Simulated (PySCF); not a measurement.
Si(I)(NH2) (H2INSi), SMILES N[Si]I (connectivity only; charge and spin as stated), neutral, multiplicity 1.

Coordinates come from a B3LYP-D3(BJ)/def2-TZVP optimisation. The def2 effective core potentials stand for the cores of I; spin–orbit coupling is left out. Other conformers were not sampled.

All values below come from PySCF with B3LYP/def2-TZVPD.

Symmetry labels are those of the subgroup Cs that the program uses (full group Cs).

Computed valence orbital energies around the gap with their symmetry:
```
orbital  symmetry  energy (eV)
-------  --------  -----------
HOMO−7         A'       -18.64
HOMO−6         A'       -14.46
HOMO−5         A'       -14.29
HOMO−4         A'        -9.92
HOMO−3         A"        -8.89
HOMO−2         A'        -7.41
HOMO−1         A"        -7.26
HOMO           A'        -6.74
LUMO           A"        -2.11
LUMO+1         A'        -0.94
LUMO+2         A'        -0.23
LUMO+3         A'         0.49
```
